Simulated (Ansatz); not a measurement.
Consider the substitution at a C–C bond: `FC1(CCl)O[SiH2]1` + H₂Se → `FC1([SeH])O[SiH2]1` + `CCl`.

Calculated with Ansatz (gas phase, PBE0-D4/def2-TZVP geometries, no zero-point term in ΔE). CBS: MP2 limit from def2 TZ/QZ plus the TZ coupled-cluster correction, frozen cores. This one scheme is used for every species. For Se outer-core shells are correlated without core-valence functions, which leaves a few kJ/mol of doubt a bond. Scalar relativity is left out up to krypton. One conformer a species, not always the lowest.

```json
{"species": "`FC1(CCl)O[SiH2]1`", "MP2/def2-QZVPP energy (Eh)": "-1002.14554"}
{"species": "H₂Se", "MP2/def2-QZVPP energy (Eh)": "-2401.64268"}
{"species": "`FC1([SeH])O[SiH2]1`", "MP2/def2-QZVPP energy (Eh)": "-2904.22089"}
{"species": "`CCl`", "MP2/def2-QZVPP energy (Eh)": "-499.56037"}
```

Question: Work out ΔE.

Answer: ΔE = (-2904.22089) + (-499.56037) − (-1002.14554) − (-2401.64268) = 0.00696 Eh = +18.3 kJ/mol. CCSD(T)/CBS gives +21.2 kJ/mol.

Largest T1 diagnostic among the species: 0.013.

In def2-TZVPP, CCSD(T) changes the Hartree–Fock value by −5.3 kJ/mol (the triples alone add −1.7 kJ/mol) and MP2 by −8.8 kJ/mol. From PBE to PBE0 (25 % exact exchange), in def2-TZVPP and without D4, ΔE moves by +5.5 kJ/mol.
